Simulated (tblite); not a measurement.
Compound: C₇H₉F₂Si (charge +1).
Atom-mapped SMILES: `[F:1][CH2:2][C@@H:3]([F:4])[C:5]1=[CH:6][CH:7]=[CH:8][CH2:9][SiH+:10]1` (hydrogens: H11, H12 on C2; H13 on C3; H14 on C6; H15 on C7; H16 on C8; H17, H18 on C9; H19 on Si10)

Cartesian coordinates in Å at the GFN2-xTB level; atoms count from 1:
```xyz
19
C7H9F2Si angstrom
F     -1.9114    1.3965    1.0342
C     -2.6577    0.4163    0.4019
C     -1.8630   -0.0799   -0.8088
F     -1.9444    0.8854   -1.7961
C     -0.4085   -0.2154   -0.4458
C      0.2287   -1.4049   -0.3218
C      1.6004   -1.5824    0.0660
C      2.4681   -0.6140    0.3992
C      2.2174    0.8624    0.4222
Si     0.4796    1.3785   -0.1187
H     -3.6005    0.8741    0.0937
H     -2.8233   -0.3819    1.1272
H     -2.3067   -0.9946   -1.2139
H     -0.3254   -2.3143   -0.5191
H      1.9433   -2.6064    0.0996
H      3.4692   -0.8982    0.6928
H      2.9778    1.3386   -0.2077
H      2.4492    1.2239    1.4311
H     -0.0027    2.7255   -0.3433
```

Level: GFN2-xTB in tblite, geometry and Hessian alike; calculated harmonic values, unscaled, isolated species. Against measured fundamentals such values can be off by several per cent, at times by over 20. Modes of hydrogen on silicon can be 10 to 20 % off. One conformer, not necessarily the lowest.

Harmonic wavenumbers (cm⁻¹): 50.6, 66.1, 113.6, 127.3, 160.5, 206.2, 275.0, 324.1, 365.9, 414.3, 436.9, 451.0, 531.6, 552.8, 629.8, 665.3, 689.6, 754.2, 777.8, 806.1, 879.4, 911.6, 934.3, 938.6, 949.5, 1028.0, 1045.2, 1046.7, 1097.4, 1134.9, 1172.3, 1198.3, 1215.9, 1244.6, 1263.7, 1287.7, 1297.7, 1355.3, 1360.8, 1405.1, 1540.8, 1637.0, 2412.9, 2914.1, 2945.3, 2954.8, 2990.5, 3000.7, 3059.3, 3074.0, 3095.6.

A = 1982, B = 831.8, C = 733.9 MHz; mass 159.044 u (most abundant isotopes); point group C1, symmetry number 1.

**Question.** What is the zero-point energy?

**Answer.** ½Σν̃ = 30395 cm⁻¹ = 86.91 kcal/mol.

**Question.** Give the ideal-gas entropy at 273.15 K and 1 bar in the rigid-rotor, harmonic-oscillator model (classical rotation).

**Answer.** Translation 40.69, rotation 29.70, vibration 27.77: S = 98.2 cal/(mol K).

**Question.** And Cp and H(273.15 K) − H(0)?

**Answer.** Cp = 38.39 cal/(mol K), of which vibrations give 30.44 (their classical limit is 51 R = 101.3); H(273.15 K) − H(0) = 6.26 kcal/mol without the zero-point energy, 4.09 from vibrations.

**Question.** What must be added to the electronic energy to get the Gibbs energy at 273.15 K and 1 bar?

**Answer.** ZPE + [H(273.15 K) − H(0)] − T·S = 86.91 + 6.26 − 26.81 = 66.36 kcal/mol.

**Question.** Blend soft modes into free rotors: weight 1/[1 + (100 cm⁻¹/ν̃)⁴] for the oscillator and the rest for a rotor with moment μB/(μ + B), μ = h/(8π²ν), B = 10⁻⁴⁴ kg m². What vibrational entropy results?

**Answer.** 25.68 cal/(mol K) in place of 27.77, which changes −T·S at 273.15 K by +0.57 kcal/mol.

**Question.** Which modes carry the vibrational entropy at 273.15 K?

**Answer.** 50.6 cm⁻¹: 4.62; 66.1 cm⁻¹: 4.09; 113.6 cm⁻¹: 3.04; 127.3 cm⁻¹: 2.82; 160.5 cm⁻¹: 2.38; 206.2 cm⁻¹: 1.92 cal/(mol K); the other 45 give 8.90 together.

**Question.** How do the functions run with temperature in this model?

**Answer.** 
```csv
T (K),S (cal/(mol K)),Cp (cal/(mol K)),H − H(0) (kcal/mol),G − H(0) (kcal/mol),ln q(vib)
50,60.0,13.4,0.50,-2.50,0.50
100,71.1,19.0,1.32,-5.79,1.74
298.15,101.6,41.3,7.25,-23.05,7.14
373.15,111.8,49.5,10.66,-31.06,9.22
500,128.0,61.0,17.70,-46.28,12.74
750,155.8,76.1,35.01,-81.87,19.47
1000,179.1,85.5,55.30,-123.82,25.69
```

q(vib) and H(0) count from the zero-point level.

Hindered rotation and anharmonicity are outside this model. Other conformers, if any are populated, would add a mixing term that is left out. The structure is chiral; the term R ln 2 for an equal mix with its mirror image is left out.
